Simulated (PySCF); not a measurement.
**How methods differ on the excitation energy of Al⁺**

Al⁺ [Ne] 3s2 (1S) → Al⁺ [Ne] 3p2 (3P), as a difference of total energies. All numbers are calculated (PySCF 2.14, the spin-free X2C one-electron Hamiltonian (Gaussian nucleus), in ANO-RCC-VTZP). Correlated levels: valence: [Ne] frozen; valence and next inner shell: 1s2 frozen. The calculations carry no spin-orbit coupling.

| method | excitation energy (cm⁻¹) |
| --- | --- |
| UHF | 86362 |
| LDA | 85952 |
| PBE | 84148 |
| PBE0 | 85741 |
| r2SCAN | 82583 |
| wB97X | 88945 |
| TPSSh | 84278 |
| MN15 | 85372 |
| BHandHLYP | 90601 |
| MP2 (valence) | 90915 |
| SCS-MP2 (valence) | 92917 |
| MP2 (valence and next inner shell) | 92194 |
| SCS-MP2 (valence and next inner shell) | 93818 |

Errors of the correlated levels include the incompleteness of this basis and the frozen core.

The basis was made for the ground configuration and has no added diffuse functions, so the excitation energy can come out too high.

Question: Which method comes closest to the reference value, and which is furthest?

Answer: The reference is 94208 cm⁻¹ (measured; NIST levels, between the centres of gravity of the two terms). Closest: SCS-MP2 (valence and next inner shell) (error -389.67 cm⁻¹); furthest: r2SCAN (error -11625 cm⁻¹).
